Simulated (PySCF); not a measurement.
## Exact simulation of a proton spin system

Molecule: SMILES COC(=O)c1ccon1, C5H5NO3.

Cartesian coordinates in Å; atom numbers follow the order of the lines, from 1:
```xyz
14

C     2.834   -0.110   -0.302
O     1.461   -0.236   -0.628
C     0.609    0.101    0.330
O     0.929    0.488    1.425
C    -0.811   -0.040   -0.081
C    -1.932    0.278    0.734
C    -2.980   -0.022   -0.077
O    -2.528   -0.471   -1.254
N    -1.177   -0.485   -1.261
H     3.390   -0.403   -1.200
H     3.097   -0.765    0.542
H     3.076    0.927   -0.024
H    -1.924    0.663    1.749
H    -4.061    0.028    0.031
```

Computational details: couplings computed with B3LYP/pcJ-1 (without the spin–dipole term), NMR shieldings at PBE0/pcSseg-1/GIAO, structure optimised with PBE0-D3(BJ)/def2-SVP, in PySCF 2.14 (no solvent model, one averaged value for each set of equivalent atoms, non-relativistic Hamiltonian, a single conformation).

Chemical shifts δ = σref − σ; ¹H (31.27 ppm) against TMS, all at this level.

Shifts (ppm): H13 7.02, H14 8.42.
Couplings (Hz): H13–H14: 2.0.

The 2-spin Hamiltonian (Zeeman plus full scalar coupling among like nuclei) was diagonalised exactly; lines are Lorentzian, 0.7 Hz wide, and the maxima above 3 % are listed with the tallest set to 100.

**Question.** Give the ¹H peak list of this spin system at 200 MHz.

**Answer.** 
δ in ppm (height): 8.425 (99), 8.415 (100), 7.025 (100), 7.015 (99)

**Question.** And at 800 MHz?

**Answer.** 
δ in ppm (height): 8.421 (100), 8.419 (100), 7.021 (100), 7.019 (100)

**Question.** Among coupled protons with different shifts, which pair is furthest from first order, and how does the field change that?

**Answer.** H13 and H14: Δν/J is about 140.0 at 200 MHz (close to first order) and 560.0 at 800 MHz (close to first order). J in Hz doesn't depend on the field, while Δν in Hz grows in proportion to it.

Unscaled 3J(H,H) at this level run about 10 % above measured values.
